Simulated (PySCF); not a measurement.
BrClH3NSi, SMILES N[SiH](Cl)Br.

Coordinates come from a B3LYP-D3(BJ)/def2-SVP optimisation. The structure was generated by enumeration, and PubChem lists no compound with its InChIKey, so it may never have been made. One conformer was computed; it need not be the lowest.

Calculation: B3LYP-D3(BJ)/def2-SVP (PySCF).

Frequencies are harmonic and unscaled.

```csv
mode,ν (cm⁻¹),IR (km/mol),moving atoms (share of kinetic energy)
1,122,10.2,"H 37 %, Cl 30 %, Br 14 %, Si 11 %, N 9 %"
2,174,1.8,"H 33 %, Cl 22 %, Br 22 %, N 18 %"
3,232,13.7,"H 45 %, N 25 %, Cl 17 %, Si 9 %"
4,277,14.5,"H 30 %, N 28 %, Si 28 %, Cl 9 %"
5,392,129.9,"H 53 %, N 22 %, Si 17 %"
6,420,60.7,"Si 44 %, H 20 %, Br 16 %, N 11 %, Cl 10 %"
7,541,184.5,"Si 56 %, Cl 35 %"
8,705,37.6,H 94 %
9,835,151.7,H 89 %
10,890,42.6,"N 43 %, H 33 %, Si 24 %"
11,906,198.3,"H 62 %, Si 21 %, N 16 %"
12,1532,57.4,"H 89 %, N 11 %"
13,2292,91.0,H 97 %
14,3561,45.0,H 96 %
15,3659,43.2,"H 91 %, N 9 %"
```
